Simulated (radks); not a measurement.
The numbers below are computed, except where a source is named.
Pr2+, configuration [Xe] 4f2 6s1 (not the ground configuration).

Code: a radial shooting solver on a logarithmic mesh with Libxc functionals. Model: scalar-relativistic Kohn-Sham, PBEsol, spin-polarised, spherical densities, point nucleus; open shells are filled with parallel spins first (spin-orbit coupling, left out, can overturn this in heavy ions).

Energy parts (Ry):
part                       energy
total                 -18466.3996
kinetic                19612.7833
electron-nucleus      -44720.6751
Hartree                 7064.6596
exchange-correlation    -423.1674

Orbitals (lengths in bohr, moments of r in powers of bohr; r(max) is where P^2 peaks):
orbital,occ.,eigenvalue (Ry),<r^4>,r(max)
1s up,1,-3073.735,1.647e-06,0.01542
1s down,1,-3073.734,1.647e-06,0.01542
2s up,1,-495.8800,0.0002701,0.08728
2s down,1,-495.8787,0.0002701,0.08728
2p up,3,-443.9145,0.0001983,0.07029
2p down,3,-443.9135,0.0001982,0.07029
3s up,1,-108.3215,0.01089,0.2492
3s down,1,-108.2787,0.01088,0.2492
3p up,3,-91.86601,0.01137,0.2440
3p down,3,-91.82343,0.01136,0.2440
3d up,5,-68.74668,0.009372,0.2005
3d down,5,-68.71335,0.009351,0.2005
4s up,1,-22.87928,0.2763,0.5786
4s down,1,-22.76380,0.2761,0.5785
4p up,3,-17.49143,0.3622,0.6040
4p down,3,-17.37491,0.3619,0.6038
4d up,5,-9.78346,0.5977,0.6344
4d down,5,-9.66571,0.5990,0.6341
4f up,2,-1.64832,4.590,0.6773
4f down,0,-1.54005,4.850,0.6777
5s up,1,-4.27047,8.563,1.332
5s down,1,-4.19327,8.673,1.338
5p up,3,-2.90757,15.71,1.496
5p down,3,-2.84206,15.76,1.504
6s up,1,-1.14632,269.7,3.245
6s down,0,-1.05823,263.9,3.238

The highest occupied level is 6s up at -15.597 eV. The configuration is held as typed, so some empty levels lie below it. Summed over all electrons, <r^2> = 52.10 bohr^2, which gives a Langevin (diamagnetic) susceptibility term of -41.3 x 10^-6 cm^3/mol.
